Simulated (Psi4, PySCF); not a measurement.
Conformational energy of SMILES C=C[SiH2][SiH2]O. Scanned: dihedral C1–C2–Si3–Si4; all other coordinates were relaxed at GFN2-xTB. Points at φ and −φ are mirror images. Heavy atoms are numbered in the order of the SMILES C=C[SiH2][SiH2]O, hydrogens after them in the order of the atoms that carry them; the mirror image has the same energies with the sign of each dihedral reversed.

Methods: wB97X-D/def2-TZVP // GFN2-xTB (Psi4); RKS-BP86/6-31G* = restricted BP86/6-31G*, spherical d, density fitting // GFN2-xTB in PySCF; MP2/cc-pVTZ = DF-MP2 (frozen core)/cc-pVTZ // GFN2-xTB in Psi4.

Energies relative to the lowest point of each profile, in eV:

```csv
φ / °,wB97X-D/def2-TZVP,RKS-BP86/6-31G*
-150,0.047,0.052
-105,0.000,0.000
-45,0.038,0.049
-15,0.024,0.042
45,0.038,0.049
75,0.028,0.032
90,0.012,0.013
105,0.000,0.000
135,0.018,0.020
150,0.047,0.052
165,0.075,0.085
180,0.088,0.101
```

Predict the corresponding MP2/cc-pVTZ column.

-150: 0.049; -105: 0.000; -45: 0.041; -15: 0.022; 45: 0.041; 75: 0.029; 90: 0.012; 105: 0.000; 135: 0.019; 150: 0.049; 165: 0.080; 180: 0.094 (eV).
